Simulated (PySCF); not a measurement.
Delta-SCF ions had no search for a lower state. 

Cartesian coordinates (Å):
SMILES: O[SiH3]
```xyz
6

O      1.2061     0.0968    -0.4052
Si    -0.3919    -0.0573    -0.0121
H      1.8125     0.4315     0.2594
H     -0.9915     1.2476     0.3623
H     -0.5881    -0.9932     1.1230
H     -1.0539    -0.5866    -1.2203
```
Charge 0, spin multiplicity 1.

What is the computed LUMO, S1 oscillator strength and vertical ionisation energy (Delta-SCF) (ωB97X-D3(BJ)/def2-TZVP // B3LYP-D3(BJ)/def2-TZVP run with PySCF)?


```yaml
LUMO: 1.99 eV
S1 oscillator strength: 0.003
vertical ionisation energy (Delta-SCF): 11.58 eV
```
